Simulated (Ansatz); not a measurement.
`C[C]1([AlH2])C=C1` + `O[SiH](O)O` → `O[SiH](O)[O][AlH2]` + `CC1C=C1`  (ligand exchange at the Al–C bond)

Isolated molecules relaxed with PBE0-D4/def2-TZVP in Ansatz; ΔE leaves out vibrations. CCSD(T)/CBS adds triple-zeta CCSD(T) − MP2 to the extrapolated MP2 energy (def2 sets, frozen cores). Functionals use def2-TZVPP. B3LYP here is the variant with VWN-RPA as its local correlation; programs differ in this. One conformer a species, not always the lowest.

```
             level  ΔE (kJ/mol)  difference from CCSD(T)/CBS
            PBE-D4       -166.3                         12.9
         r2SCAN-D4       -180.7                         -1.5
           PBE0-D4       -173.1                          6.1
          B3LYP-D4       -182.9                         -3.7
           ωB97X-V       -181.3                         -2.1
           ωB97M-V       -178.9                          0.3
            B2PLYP       -185.7                         -6.5
               PBE       -168.5                         10.7
            r2SCAN       -181.1                         -1.9
              PBE0       -174.9                          4.3
             B3LYP       -186.5                         -7.3
     HF/def2-TZVPP       -205.1                        -25.9
    MP2/def2-TZVPP       -179.5                         -0.3
SCS-MP2/def2-TZVPP       -184.2                         -5.0
   CCSD/def2-TZVPP       -185.4                         -6.2
CCSD(T)/def2-TZVPP       -180.5                         -1.3
     HF/def2-QZVPP       -206.9                        -27.7
    MP2/def2-QZVPP       -179.4                         -0.2
SCS-MP2/def2-QZVPP       -184.1                         -4.9
      HF/CBS(def2)       -207.1                        -27.9
     MP2/CBS(def2)       -178.2                          1.0
    CCSD/CBS(def2)       -184.1                         -4.9
       CCSD(T)/CBS       -179.2                            0
```

Largest T1 diagnostic among the species: 0.012.

In def2-TZVPP, CCSD(T) changes the Hartree–Fock value by +24.6 kJ/mol (the triples alone add +4.9 kJ/mol) and MP2 by +25.6 kJ/mol. The D4 term adds +3.7 kJ/mol with B3LYP and +1.8 kJ/mol with PBE0; it sums over pairs of atoms, weighted by their polarisabilities, and B3LYP, whose exchange is more repulsive, gets the larger term. From PBE to PBE0 (25 % exact exchange), in def2-TZVPP and without D4, ΔE moves by −6.5 kJ/mol.
